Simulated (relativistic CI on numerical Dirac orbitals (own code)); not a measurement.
## Ba52+: sensitivity of the levels to the model

Base calculation: Dirac-Coulomb-Breit CI, separate exchange-only KLI orbitals for each configuration, a model potential for QED, unscaled Slater integrals.

CI space (outside the closed core 1s2): 2s2, 2s 2p, 2p2, 2p 3s, 2p 3p, 2s 3s, 2s 3p, 2s 3d, 2s 4s, 2s 4p, 2s 4d, 2s 4f, 2s 5s, 3s2, 2s 5p, 2s 5d, 2s 5f, 2s 5g, 3s 3p, 3p2. Levels of other configurations are missing.

Variants: (1) P86 correlation estimate; (2) QED terms removed. Shifts of the energy above 2s2 1S_0, in eV, for the lowest level and the first level of each name with at least 55 % of one term (blank where a level changes its place among those of its configuration and J or its character, or is not in the variant):

```tsv
Level	Base	Δ(1)	Δ(2)
2s2 1S_0	0.00	0.00	0.00
2s 2p 3P°_0	110.21	+0.08	+6.91
2s 2p 3P°_1	134.61	+0.08	+6.91
2p2 3P_0	318.51	-0.02	+13.88
2s 2p 3P°_2	538.19	+0.08	+6.22
2s 2p 1P°_1	605.21	+0.08	+6.24
2p2 3P_1	715.99	-0.02	+13.45
2p2 1D_2	732.16	-0.02	+13.45
2p2 3P_2	1153.40	-0.02	+12.77
2p2 1S_0	1204.14	-0.02	+12.73
2s 3s 3S_1	5861.87	+0.90	+4.95
2s 3s 1S_0	5884.51	+0.90	+5.05
2s 3p 3P°_0	5915.61	+1.07	+7.05
2s 3p 3P°_1	5916.54	+1.07	+7.06
2p 3s 3P°_1	5998.71	+0.51	+11.51
2p 3s 3P°_0	6001.86	+0.44	+12.21
2p 3p 3D_1	6032.21	+0.68	+13.57
2s 3p 3P°_2	6041.46	+1.07	+6.83
2s 3p 1P°_1	6051.72	+1.00	+7.51
2s 3d 3D_1	6069.66	+1.05	+7.85
2p 3p 3P_0	6070.76	+0.65	+14.21
2s 3d 3D_2	6070.96	+1.09	+7.12
```

At this charge energies of transitions that change n are usually good to better than 1 %, and those within a shell (Δn = 0) to a few per cent.

Ionisation energy from the two ground configurations alone: base 10376.3 eV; QED terms removed 10383.7 eV. The NIST ASD value (theoretical) is 10376 eV.

LS names give the leading component of a level, which can be under half, so a name can repeat, a term be missing and a line seem to break the LS rules.
